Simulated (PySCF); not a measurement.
Core binding energy against partial charge

C₆H₁₂BNO.
Cartesian coordinates in Å at the PBE0-D3(BJ)/def2-SVP level; atoms count from 1:
```xyz
21
C6H12BNO angstrom
B     -2.533    1.253    0.522
O     -1.089    0.481    0.582
C     -0.040    0.994   -0.268
C      0.932   -0.163   -0.410
C      1.931   -0.254    0.738
C     -0.043   -1.346   -0.472
C     -1.145   -0.955    0.517
C     -0.959   -1.504    1.864
N     -0.804   -1.979    2.906
H     -2.236    2.422    0.686
H     -3.162    0.743    1.433
H     -2.947    0.980   -0.601
H     -0.500    1.287   -1.225
H      0.366    1.883    0.231
H      1.473   -0.073   -1.364
H      2.567   -1.145    0.633
H      2.587    0.629    0.753
H      1.430   -0.314    1.716
H     -0.485   -1.427   -1.475
H      0.420   -2.309   -0.220
H     -2.151   -1.230    0.166
```

Binding energies: delta-SCF UKS SCAN, pcX-2 on the ionised atom, pcseg-1 elsewhere, spin-free X2C in PySCF 2.14.0. Charges: PBE0/pcSseg-1 ground-state density, for the ionised atom.

```tsv
atom	environment	C 1s (eV)	Mulliken (e)	IAO (e)	Hirshfeld (e)	ESP (e)
C5	methyl carbon	291.36	-0.218	-0.419	-0.114	-0.591
C4	sp3 CH carbon	291.92	-0.394	-0.110	-0.019	+0.460
C6	ring CH2 carbon	291.98	-0.164	-0.264	-0.058	-0.578
C8	nitrile carbon	292.70	+0.164	+0.128	+0.091	+0.232
C3	sp3 carbon bound to oxygen	293.10	+0.163	-0.059	+0.034	-0.383
C7	sp3 carbon bound to oxygen	294.19	+0.073	+0.051	+0.093	+0.387
```

Problem. How well does each charge scheme correlate with the binding energies over these sites?

Solution. Hirshfeld: r = 0.87, slope 10.6 eV per e; IAO: r = 0.76, slope 3.8 eV per e; Mulliken: r = 0.71, slope 3.2 eV per e; ESP: r = 0.48, slope 1.0 eV per e. Hirshfeld charges have the highest r, on only 6 points.

Problem. The point-charge model writes a binding energy as kq + V + constant, with V the potential of the other atoms' charges at the site. What does it give with the Hirshfeld charges?

Solution. V = Σ 14.40 eV Å × q/r over all other atoms: +2.39 eV at C5, +1.38 eV at C4, +2.43 eV at C6, -1.26 eV at C8, +1.11 eV at C3, +0.42 eV at C7. Fitting binding energy − V to q gives k = 25.2 eV per e and leaves an rms residual of 0.32 eV, against 0.46 eV for the fit on q alone. The model has no term for differences in relaxation between sites.

Geometry: PBE0-D3(BJ)/def2-SVP, one conformer, isolated molecule.
